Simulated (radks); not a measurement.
The numbers below are computed, except where a source is named.
Spherical quantum dot in the effective-mass picture: electrons in a hard-walled sphere of radius 2.32, with a point charge +1 (a donor) at the centre, all in effective atomic units (hartree* = m*/eps^2 hartree, bohr* = eps/m* bohr), one dielectric constant everywhere. Level of theory: non-relativistic Kohn-Sham, LDA (Slater exchange, Perdew-Wang correlation), spin-polarised, spherical densities (a radial shooting solver with Libxc functionals). Levels are named by radial order and angular momentum (1s, 1p, 1d, 2s, ...), and open shells are averaged over m. Results are scaled to m* = 0.286 and eps = 14.7, for which hartree* = 36.01 meV and bohr* = 2.72 nm.

N = 18, configuration 1s2 1p6 1d10. This is the lowest configuration that the search found. Occupied and some empty levels:

level,occupation,eigenvalue (meV),<r> (nm)
1s,2,376.58,3.599
1p,6,402.68,4.111
1d,10,438.23,4.356
2s,0,460.91,2.807
1f,0,483.87,4.529
2p,0,538.72,3.261

Energy (meV): total 4239.41, kinetic 1669.9, external -454.97, Hartree 3442.6, exchange-correlation -418.10.
